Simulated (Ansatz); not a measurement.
Consider the ligand exchange at a Ge–C bond: `[CH3][Ge][F]` + `O[SiH3]` → `[F][Ge][O][SiH3]` + CH₄.

Program: Ansatz. Geometries: PBE0-D4/def2-TZVP. ΔE: electronic, gas phase. CBS: MP2 limit from def2 TZ/QZ plus the TZ coupled-cluster correction, frozen cores. This one scheme is used for every species. DFT in def2-TZVPP. B3LYP here is the variant with VWN-RPA as its local correlation; programs differ in this. HSE06 is defined as in plane-wave codes. For Ge outer-core shells are correlated without core-valence functions, which leaves a few kJ/mol of doubt a bond. Scalar relativity is left out up to krypton. Each species was taken in one conformer, which may not be the lowest.

Is it downhill or uphill in electronic energy at CCSD(T)/CBS, and by how much? (An estimate is asked.)

Computed: Downhill: ΔE = -33.1 kcal/mol.

What do these levels give: revPBE-D4, r2SCAN-D4, B3LYP-D4, r2SCANh-D4, HSE06-D4, ωB97X-V, r2SCAN, r2SCANh, CCSD(T)/def2-SVP, CCSD/def2-TZVPP, HF/def2-QZVPP, MP2/def2-QZVPP? (An estimate is asked.)

Ansatz gave: revPBE-D4 -32.9, r2SCAN-D4 -34.4, B3LYP-D4 -35.1, r2SCANh-D4 -34.1, HSE06-D4 -32.3, ωB97X-V -34.0, r2SCAN -34.3, r2SCANh -33.9, CCSD(T)/def2-SVP -37.1, CCSD/def2-TZVPP -33.1, HF/def2-QZVPP -34.6, MP2/def2-QZVPP -34.3 kcal/mol.

Largest T1 diagnostic among the species: 0.015.

Leaving LDA and LC-ωPBE aside and taking each functional with its dispersion term where it has one, the values, not all of them listed here, spread over 3.4 kcal/mol, from BLYP-D4 to HSE06-D4. At CCSD(T), def2-SVP lies −4.0 kcal/mol from the extrapolated value and def2-TZVPP −0.3 kcal/mol.
